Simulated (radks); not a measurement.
Q: Isoelectronic series with 10 electrons, each ion in its NIST ground configuration. All-electron calculation, Dirac Kohn-Sham, BLYP, spin-unpolarised, spherical densities, finite nucleus; Fermi nuclear charge, rms radius of each element as measured or else 0.836 A^(1/3) + 0.57 fm. Program: a radial shooting solver on a logarithmic mesh with Libxc functionals. Total energies (hartree) and mean radii <r> (bohr):

| ion | configuration | E (hartree) | 2p3/2 | 2p1/2 |
|---|---|---|---|---|
| Ne | [Ne] | -129.12034 | 0.9840 | 0.9808 |
| Mg2+ | [Ne] | -199.56871 | 0.6847 | 0.6825 |
| Al3+ | [Ne] | -240.86784 | 0.5982 | 0.5960 |
| Si4+ | [Ne] | -286.21649 | 0.5319 | 0.5297 |
| P5+ | [Ne] | -335.61847 | 0.4792 | 0.4771 |
| S6+ | [Ne] | -389.07927 | 0.4363 | 0.4341 |
| Cl7+ | [Ne] | -446.60562 | 0.4005 | 0.3983 |
| Ar8+ | [Ne] | -508.20529 | 0.3703 | 0.3680 |
| K9+ | [Ne] | -573.88690 | 0.3444 | 0.3420 |
| Sc11+ | [Ne] | -717.53429 | 0.3021 | 0.2996 |
| Ti12+ | [Ne] | -795.52116 | 0.2847 | 0.2821 |
| V13+ | [Ne] | -877.63211 | 0.2692 | 0.2665 |
| Cr14+ | [Ne] | -963.87939 | 0.2553 | 0.2525 |
| Mn15+ | [Ne] | -1054.27604 | 0.2427 | 0.2399 |
| Fe16+ | [Ne] | -1148.83590 | 0.2313 | 0.2285 |

Estimate the row of Ca10+ ([Ne]).

A: E (hartree) -643.65985; 2p3/2 0.3218; 2p1/2 0.3194.
